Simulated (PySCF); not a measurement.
C2H9BOSi.
SMILES with atom numbers: `[CH3:1][BH:2][O:3][CH2:4][SiH3:5]` (hydrogens: H6, H7, H8 on C1; H9 on B2; H10, H11 on C4; H12, H13, H14 on Si5)

A GFN2-xTB structure was refined with PBE0-D3(BJ)/def2-SVP geometry optimisation, gas phase in PySCF 2.14.0. Its GFN2-xTB values:

| coordinate | GFN2-xTB |
| --- | --- |
| C1–B2 | 1.596 Å |
| C1–H6 | 1.118 Å |
| B2–O3 | 1.310 Å |
| B2–H9 | 1.181 Å |
| O3–C4 | 1.440 Å |
| C4–Si5 | 1.893 Å |
| C4–H10 | 1.090 Å |
| Si5–H12 | 1.470 Å |
| C1–B2–O3 | 123.5° |
| B2–O3–C4 | 127.3° |
| O3–C4–Si5 | 109.2° |
| C1–B2–O3–C4 | 2° |
| B2–O3–C4–Si5 | 95° |

How do these coordinates change at the PBE0-D3(BJ)/def2-SVP level?

```json
{"coordinate": "B2–O3", "PBE0-D3(BJ)/def2-SVP (Å or °)": "1.353", "change": "+0.043"}
{"coordinate": "B2–H9", "PBE0-D3(BJ)/def2-SVP (Å or °)": "1.213", "change": "+0.032"}
{"coordinate": "O3–C4", "PBE0-D3(BJ)/def2-SVP (Å or °)": "1.413", "change": "-0.027"}
{"coordinate": "Si5–H12", "PBE0-D3(BJ)/def2-SVP (Å or °)": "1.492", "change": "+0.022"}
{"coordinate": "C1–B2", "PBE0-D3(BJ)/def2-SVP (Å or °)": "1.574", "change": "-0.022"}
{"coordinate": "C1–H6", "PBE0-D3(BJ)/def2-SVP (Å or °)": "1.098", "change": "-0.020"}
{"coordinate": "C4–H10", "PBE0-D3(BJ)/def2-SVP (Å or °)": "1.103", "change": "+0.013"}
{"coordinate": "C4–Si5", "PBE0-D3(BJ)/def2-SVP (Å or °)": "1.903", "change": "+0.010"}
{"coordinate": "B2–O3–C4", "PBE0-D3(BJ)/def2-SVP (Å or °)": "124.5", "change": "-2.8"}
{"coordinate": "O3–C4–Si5", "PBE0-D3(BJ)/def2-SVP (Å or °)": "111.1", "change": "+1.9"}
{"coordinate": "C1–B2–O3", "PBE0-D3(BJ)/def2-SVP (Å or °)": "123.3", "change": "-0.2"}
{"coordinate": "B2–O3–C4–Si5", "PBE0-D3(BJ)/def2-SVP (Å or °)": "97", "change": "+2"}
{"coordinate": "C1–B2–O3–C4", "PBE0-D3(BJ)/def2-SVP (Å or °)": "1", "change": "-1"}
```

The energy falls by 4.2 kcal/mol over 10 energy and gradient evaluations, the largest force component goes from 0.0452 to 2.0e-04 Eh/bohr, and the atoms move by 0.054 Å rms after alignment. The bond that changes most is B2–O3 (three-coordinate boron to boron-bound oxygen), which lengthens by 0.043 Å. Bonds longer at the end by more than 0.005 Å: 9 of 13; shorter: 4. Rotational constants go from 7234, 2065, 1860 to 7216, 2055, 1842 MHz.

The run used 119 basis functions and 59 SCF cycles in all. Time: 44 s wall; peak memory 0.50 GiB. Hardware: an Arm Neoverse V2 with one thread, shared host with 96 logical CPUs at a one-minute load of 23.

Stationary, but not proved a minimum. The numbers are those of one conformer.

Conformer computed: `[CH3:1][BH:2][O:3][CH2:4][SiH3:5]`: C1–B2–O3–C4 1°, B2–O3–C4–Si5 97°.
